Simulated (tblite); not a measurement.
A tight-binding relaxation on `C1[C@H]([GeH2][CH]=C1CF)C[SiH3]`.

Computed with GFN2-xTB geometry optimisation, gas phase (tblite 0.8.0). Start geometry: from a force field or distance geometry. A driver script takes a list of jobs; this job's settings line and coordinates (Å) are shown.

Command:
```bash
OMP_NUM_THREADS=1 python probes_run.py task.json out
```

Input:
```
{"job": {"kind": "relax", "xc": "GFN2-xTB", "basis": "xTB"}, "charge": 0, "multiplicity": 1}
F     -3.925900    -1.000800     0.606800
C     -2.730700    -1.380500     0.082500
C     -1.702800    -0.256200     0.156200
C     -2.043800     0.926400     0.645700
Ge    -0.437400     2.023700     0.530300
C      0.664700     0.379200     0.427500
C      1.901200     0.617500    -0.403100
Si     3.003000    -0.886500    -0.531100
C     -0.348800    -0.404800    -0.358400
H     -2.893400    -1.667100    -0.966000
H     -2.362700    -2.279000     0.619900
H     -3.006100     1.213500     1.059100
H     -0.424700     2.810600    -0.777500
H     -0.169100     2.832000     1.786500
H      0.859100     0.012000     1.437400
H      2.473500     1.460400     0.059000
H      1.576000     0.984500    -1.393500
H      2.899800    -1.438300    -1.897100
H      2.668900    -1.913000     0.471600
H      4.395500    -0.448200    -0.269100
H     -0.048600    -1.467200    -0.253100
H     -0.357900    -0.098900    -1.435400
```

Output:
```
step      E/eV     max force
  0    -756.46165    2.648
  1    -756.68006    0.970
  2    -756.75191    0.736
  3    -756.81454    0.474
  4    -756.84249    0.454
  5    -756.86372    0.345
  6    -756.87976    0.299
  7    -756.89708    0.272
  8    -756.91157    0.239
  9    -756.92147    0.197
... (113 lines left out)
123    -757.01096    0.013
124    -757.01099    0.017
125    -757.01102    0.019
126    -757.01106    0.014
127    -757.01108    0.010
128    -757.01109    0.011
129    -757.01111    0.013
130    -757.01115    0.014
131    -757.01117    0.011
132    -757.01120    0.010
```

«max force» is the largest atomic force in eV/Å.

Question: From which step on does the largest force stay under 0.1 eV/Å, and how much energy is left to gain from there?

Answer: From step 66 (0.095 eV/Å), 13.1 meV above the end.

In short: energy lowered by 12.7 kcal/mol over 132 steps; largest atomic force 0.010 eV/Å at the end.

Question: Where do the atoms end?

Answer: 0.381 Å rms from the input after alignment:
```
atom  x, y, z in Å
F1    -3.9919   -1.0065    0.1768
C2    -2.6912   -1.3792   -0.0467
C3    -1.7325   -0.2429    0.1410
C4    -2.0703    0.9758    0.5522
Ge5   -0.4917    2.0951    0.6791
C6     0.6556    0.4762    0.4242
C7     1.9364    0.6732   -0.3794
Si8    2.9685   -0.9088   -0.6141
C9    -0.2984   -0.5423   -0.2145
H10   -2.6432   -1.7672   -1.0722
H11   -2.4713   -2.1935    0.6561
H12   -3.0913    1.2307    0.7806
H13   -0.3724    3.1350   -0.4083
H14   -0.3332    2.8347    1.9822
H15    0.9226    0.1082    1.4206
H16    2.5500    1.4231    0.1270
H17    1.6833    1.0954   -1.3556
H18    2.2803   -1.8402   -1.5121
H19    3.1659   -1.5508    0.6873
H20    4.2588   -0.5457   -1.1993
H21   -0.0370   -1.5630    0.0778
H22   -0.2076   -0.4878   -1.3042
```

Question: How long does this job take on Arm Neoverse N1, one thread, shared host with 64 logical CPUs at a one-minute load of 57?

Answer: About 2.4 s.
Labels such as C1 count atoms from 1, the log's own numbers from 0.
